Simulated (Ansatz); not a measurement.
Molecule: C$_{5}$H$_{7}$Si (charge 0, doublet). It need not be the lowest isomer of its formula. 
Structure (B3LYP-D3(BJ)/def2-TZVP (Ansatz, a quantum-chemistry and plane-wave program) minimum search):
```
C
C 1 1.3517
H 2 1.0810 1 126.20
C 1 1.4924 2 108.57 3 180.00
C 4 1.3276 1 106.74 2 0.00
H 4 1.0797 5 128.33 1 180.00
C 5 1.4892 4 113.63 6 180.00
H 7 1.0947 5 112.60 4 -119.54
H 7 1.0947 8 106.87 5 124.14
Si 1 1.8599 2 125.77 3 0.00
H 10 1.4813 1 108.96 2 0.00
H 10 1.4832 11 109.44 1 -121.12
H 10 1.4832 11 109.44 12 -117.76
```
Charge 0, spin multiplicity 2.

Basis-set convergence of Hartree-Fock and MP2 correlation energies (hartree) with Ansatz. Correlated levels leave the core frozen unless marked. UHF or UKS for open shells. No spin-orbit coupling. No relativistic terms.

The UHF reference is spin-contaminated (<S^2> 0.50 over the pure value in the largest basis). 

| basis | functions | E(HF) | E(corr, MP2) |
|---|---|---|---|
| cc-pV(D+d)Z | 128 | -482.26747 | -0.69733 |
| cc-pV(T+d)Z | 287 | -482.32684 | -0.85505 |
| cc-pV(Q+d)Z | 549 | -482.34224 | -0.91182 |

Extrapolating the two largest sets (X = 3 and 4) as X^-3: E(corr) = (64·(-0.91182) - 27·(-0.85505))/37 = -0.9532 Eh, an estimate of the basis-set limit. The largest set recovers 95.7 % of it, the smallest 73.2 %.
